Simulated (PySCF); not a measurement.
## Polarisability and C₆ of Pr(40+) (praseodymium, charge +40)

[Ar] 3d1, 2D determinant. Computed with PySCF 2.14 in an even-tempered Gaussian basis (18 s from 7.3 bohr⁻², ratio 2.5; 12 p from 9.5 bohr⁻², ratio 2.5; 7 d from 9.5 bohr⁻², ratio 2.5; 4 f from 33 bohr⁻², ratio 2.7; 3 g from 50 bohr⁻², ratio 2.7), with scalar relativity by spin-free X2C-1e. Coupled (time-dependent) response in atomic units; α is the mean over directions.

```
method  mean α (bohr³)                 α xx, yy, zz  C₆ (like pair)      S(−4)
   UHF        0.009802  0.009505, 0.009505, 0.01040        0.001070  6.866e-05
  PBE0        0.009762  0.009470, 0.009470, 0.01035        0.001065  6.797e-05
```

S(−4) is the Cauchy moment in α(ω) = α(0) + S(−4) ω² + …

Spin-orbit coupling is absent.

α(iu) at PBE0:

| u (hartree) | α(iu) (bohr³) |
| --- | --- |
| 0 | 0.009762 |
| 1.00 | 0.009695 |
| 2.00 | 0.009499 |
| 4.00 | 0.008801 |
| 6.00 | 0.007875 |
| 8.00 | 0.006913 |
| 10.0 | 0.006032 |
| 15.0 | 0.004379 |
| 20.0 | 0.003369 |
| 30.0 | 0.002312 |
| 50.0 | 0.001440 |

A single London oscillator, α(iu) = α/(1 + u²/ω²), gives C₆ = (3/4) ω α². Matching the computed C₆ needs ω = 4 × 0.001065 / (3 × 0.009762²) = 14.9 hartree.

For an ion, C₆ is the dispersion term alone; charge-induced terms of lower order in 1/R come first.

The components differ because the open shell of this determinant is not spherical; for a pure term their mean is the scalar polarisability.

Spin-orbit coupling, absent here, splits the open shell strongly.
